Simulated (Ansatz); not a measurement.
The inner images of a band of ClH$_{6}$NSSi$_{2}$ (11 atoms, charge 0, multiplicity 1) are given out of order.

Method: Ansatz, RKS PBE0-D4/6-31G*.

First end point:

```xyz
11
Properties=species:S:1:pos:R:3
N -1.210 1.409 -0.067
Si -0.281 0.041 -0.506
Si 1.330 -0.391 1.123
S -1.750 -1.498 -0.747
Cl 0.755 0.211 -2.323
H -2.023 1.662 -0.616
H -0.763 2.220 0.340
H 2.127 -1.580 0.717
H 0.670 -0.658 2.431
H 2.242 0.780 1.269
H -1.031 -2.251 -1.599
```

Last end point:

```xyz
11
Properties=species:S:1:pos:R:3
N -1.152 1.263 -0.347
Si -0.103 -0.088 -0.504
Si 1.454 -0.216 1.229
S -1.088 -1.999 -0.566
Cl 0.871 0.279 -2.304
H -1.432 1.785 -1.166
H -1.853 1.283 0.382
H 2.256 -1.466 1.126
H 0.744 -0.198 2.540
H 2.354 0.967 1.146
H -1.987 -1.666 -1.514
```

Problem. Put them in order from the first end to the last, with their energies above the first end.
A.
```xyz
11
Properties=species:S:1:pos:R:3
N -1.035 1.400 -0.384
Si -0.176 -0.083 -0.505
Si 1.378 -0.196 1.232
S -1.311 -1.921 -0.458
Cl 0.754 -0.029 -2.362
H -1.711 1.656 -1.093
H -1.324 1.712 0.534
H 2.206 -1.421 1.082
H 0.662 -0.241 2.540
H 2.248 1.012 1.202
H -1.626 -1.946 -1.768
```
B.
```xyz
11
Properties=species:S:1:pos:R:3
N -1.183 1.346 -0.157
Si -0.255 -0.043 -0.498
Si 1.354 -0.287 1.175
S -1.634 -1.685 -0.648
Cl 0.748 0.029 -2.336
H -1.959 1.629 -0.741
H -0.864 2.074 0.465
H 2.176 -1.498 0.916
H 0.685 -0.412 2.502
H 2.241 0.913 1.202
H -1.242 -2.122 -1.859
```
C.
```xyz
11
Properties=species:S:1:pos:R:3
N -1.115 1.387 -0.274
Si -0.234 -0.055 -0.503
Si 1.359 -0.249 1.193
S -1.527 -1.781 -0.564
Cl 0.741 -0.026 -2.349
H -1.907 1.642 -0.847
H -1.004 1.967 0.544
H 2.181 -1.466 0.965
H 0.676 -0.352 2.514
H 2.241 0.953 1.206
H -1.346 -2.076 -1.864
```
D.
```xyz
11
Properties=species:S:1:pos:R:3
N -1.049 1.358 -0.405
Si -0.143 -0.101 -0.505
Si 1.398 -0.175 1.246
S -1.214 -1.971 -0.450
Cl 0.793 0.013 -2.356
H -1.611 1.659 -1.191
H -1.493 1.586 0.476
H 2.226 -1.406 1.147
H 0.669 -0.177 2.548
H 2.268 1.029 1.180
H -1.778 -1.872 -1.670
```
E.
```xyz
11
Properties=species:S:1:pos:R:3
N -1.051 1.421 -0.350
Si -0.209 -0.064 -0.505
Si 1.365 -0.220 1.211
S -1.422 -1.854 -0.494
Cl 0.734 -0.045 -2.359
H -1.818 1.650 -0.969
H -1.164 1.837 0.564
H 2.188 -1.442 1.016
H 0.665 -0.301 2.526
H 2.240 0.985 1.210
H -1.464 -2.024 -1.829
```
F.
```xyz
11
Properties=species:S:1:pos:R:3
N -1.088 1.300 -0.422
Si -0.115 -0.116 -0.506
Si 1.418 -0.156 1.252
S -1.136 -2.010 -0.451
Cl 0.846 0.070 -2.339
H -1.517 1.667 -1.262
H -1.667 1.451 0.394
H 2.239 -1.395 1.203
H 0.685 -0.106 2.550
H 2.298 1.039 1.145
H -1.899 -1.802 -1.543
```
G.
```xyz
11
Properties=species:S:1:pos:R:3
N -1.204 1.359 -0.084
Si -0.271 -0.011 -0.499
Si 1.343 -0.338 1.153
S -1.724 -1.571 -0.729
Cl 0.760 0.116 -2.322
H -2.010 1.618 -0.639
H -0.782 2.153 0.377
H 2.159 -1.542 0.841
H 0.686 -0.508 2.478
H 2.237 0.855 1.211
H -1.128 -2.187 -1.766
```

Solution. G (+1.1 kJ/mol), B (+5.7 kJ/mol), C (+11.5 kJ/mol), E (+13.1 kJ/mol), A (+12.2 kJ/mol), D (+10.5 kJ/mol), F (+9.1 kJ/mol).

The run took 4.1 min on 2 threads of Arm Neoverse V2, on a shared host, peak memory 0.26 GiB.
